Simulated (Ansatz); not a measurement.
Cost and result for the atomization energy of CH₃NOZn, SMILES `O/C=[N]/[ZnH]` (7 atoms, 6 bonds).

The species carries charge 0 and has multiplicity 1. For Zn the d shell is correlated and the shells below it are frozen. Scalar relativity is left out up to krypton. All single points use the PBE0-D4/def2-TZVP geometry. It is one conformer, not always the lowest. Program: Ansatz. All runs use 2 threads of an Intel Xeon 6975P-C on a shared host. Times are those of one run each, without the atoms' runs, and a repeat can differ threefold. Electronic energies, without spin–orbit coupling; frozen cores. CCSD(T)/CBS adds CCSD(T) − MP2 in def2-TZVPP to the MP2 limit, and its time is that of the two runs behind it. T1 = 0.017. With those shells the extrapolation isn't a true limit.

CCSD(T)/CBS is a level of theory with its own doubt, some kJ/mol a heavy atom from the limit and from the frozen cores, so smaller differences don't rank the functionals.

```csv
level,functions,wall time,atomization (kJ/mol),difference from CCSD(T)/CBS,per bond
revPBE-D4/def2-TZVPP,199,1.4 s,2341.1,20.7,3.4
BLYP-D4/def2-TZVPP,199,1.4 s,2349.7,29.3,4.9
PBE-D4/def2-TZVPP (with forces),199,1.8 s,2424.2,103.8,17.3
PBE0-D4/def2-TZVPP,199,2 s,2335.0,14.6,2.4
BHLYP-D4/def2-TZVPP,199,2.1 s,2201.0,-119.4,-19.9
CCSD(T)/def2-SVP,88,2.7 s,2160.6,-159.8,-26.6
PBE-QIDH/def2-TZVPP,199,3.8 s,2306.1,-14.3,-2.4
B2PLYP/def2-TZVPP,199,3.9 s,2304.7,-15.7,-2.6
B97M-V/def2-TZVPP,199,4.6 s,2324.1,3.7,0.6
ωB97M-V/def2-TZVPP (with forces),199,7 s,2340.1,19.7,3.3
MP2/def2-QZVPP,361,12 s,2372.1,51.7,8.6
CCSD(T)/def2-TZVPP,199,30 s,2245.7,-74.7,-12.4
CCSD(T)/CBS(def2),–,42 s,2320.4,0.0,0.0
```

In def2-TZVPP, CCSD(T) changes the Hartree–Fock value by +761.9 kJ/mol (the triples alone add +55.4 kJ/mol) and MP2 by +842.7 kJ/mol; breaking electron pairs costs correlation energy, which Hartree–Fock lacks. From BLYP to BHLYP (50 % exact exchange), in def2-TZVPP and without D4, the atomization energy moves by −137.0 kJ/mol: exact exchange takes away binding that semilocal exchange gives to molecules. At CCSD(T), def2-SVP lies −159.8 kJ/mol from the extrapolated value and def2-TZVPP −74.6 kJ/mol: correlation converges slowly with the basis, and small sets miss more of it in the bonded molecule than in its fragments.
